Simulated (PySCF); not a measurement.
C₆H₁₅Al (SMILES C[CH2][Al]([CH2]C)[CH2]C), singlet, geometry from GFN2-xTB (such geometries of metal compounds can be far from the true shape).

The PySCF input:
```python
from pyscf import gto, scf, mp

mol = gto.M(
    atom='''
Al    0.23254875   -0.09127216    0.17781867
C     1.60822037    0.29411525   -1.23879162
C     1.28366688    1.38923772   -2.26742086
H     1.87585448   -0.62020127   -1.79032132
H     2.53321401    0.57609625   -0.70786354
H     1.06813100    2.33432054   -1.77027088
H     0.41262384    1.11732709   -2.85999573
H     2.11890541    1.54863674   -2.95129636
C    -1.76368020   -0.03452995   -0.07842335
C    -2.25206622    0.36624641   -1.47916509
H    -2.21743853    0.64744823    0.65749449
H    -2.18599895   -1.02150165    0.16760771
H    -1.84026666   -0.30078311   -2.23581630
H    -1.93818296    1.38058695   -1.72020746
H    -3.34027682    0.32383459   -1.54743145
C     0.94484373   -0.58959003    1.99107131
C    -0.08642383   -1.31826703    2.86693314
H     1.30181723    0.29398901    2.54049732
H     1.83528786   -1.22749113    1.88612950
H    -0.38163133   -2.26093079    2.40736096
H    -0.98435636   -0.71320404    2.98806130
H     0.31181976   -1.53486371    3.85918757
''',
    basis='6-31g*',
    verbose=3,
)

mf = scf.RHF(mol)
mf.kernel()

pt = mp.MP2(mf, frozen=11)
pt.kernel()
print('E(MP2) = %.10f' % pt.e_tot)
```

### Question
Predict the SCF-reference Mulliken (on the basis functions themselves) charges in atom order from MP2/6-31G* (PySCF).

### Answer
Al1 0.96, C2 -0.64, C3 -0.47, H4 0.16, H5 0.16, H6 0.15, H7 0.16, H8 0.16, C9 -0.65, C10 -0.47, H11 0.16, H12 0.16, H13 0.15, H14 0.15, H15 0.16, C16 -0.64, C17 -0.47, H18 0.16, H19 0.16, H20 0.15, H21 0.16, H22 0.16

### Question
Predict the SCF-reference HOMO-LUMO gap from MP2/6-31G*.

### Answer
11.93 eV

### Question
Predict the MP2 correlation energy from MP2/6-31G*.

### Answer
-0.8354 Eh

### Question
Predict the SCF-reference dipole moment from MP2/6-31G*.

### Answer
0.07 D

### Question
What is the computed nuclear repulsion energy (MP2/6-31G*)?

### Answer
352.2995 Eh
